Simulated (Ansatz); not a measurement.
Compare A (`C=C1C[SiH]1[SiH3]`) with its isomer B (`CC1=C[SiH2][SiH2]1`).

Isolated molecules relaxed with PBE0-D4/def2-TZVP in Ansatz; ΔE leaves out vibrations. CCSD(T)/CBS adds triple-zeta CCSD(T) − MP2 to the extrapolated MP2 energy (def2 sets, frozen cores). DFT in def2-TZVPP. B3LYP here is the variant with VWN-RPA as its local correlation; programs differ in this.

Which isomer does CCSD(T)/CBS put lower? Give the gap. (Best estimate.)

The calculation gave: B, by 113.4 kJ/mol.

Give E(B) − E(A) in kJ/mol with CCSD/def2-TZVPP, PBE0-D4, PBE-D4, HF/def2-TZVPP, r2SCAN-D4, MP2/def2-TZVPP, B3LYP-D4. (Estimate.)

Computed: CCSD/def2-TZVPP -113.1, PBE0-D4 -109.9, PBE-D4 -100.5, HF/def2-TZVPP -121.9, r2SCAN-D4 -102.3, MP2/def2-TZVPP -115.3, B3LYP-D4 -105.2. None reverses the order clearly.

Largest T1 diagnostic: 0.013.

The D4 term adds −4.5 kJ/mol with B3LYP and −2.1 kJ/mol with PBE0; it sums over pairs of atoms, weighted by their polarisabilities, and B3LYP, whose exchange is more repulsive, gets the larger term. From PBE to PBE0 (25 % exact exchange), in def2-TZVPP and without D4, E(B) − E(A) moves by −10.0 kJ/mol.
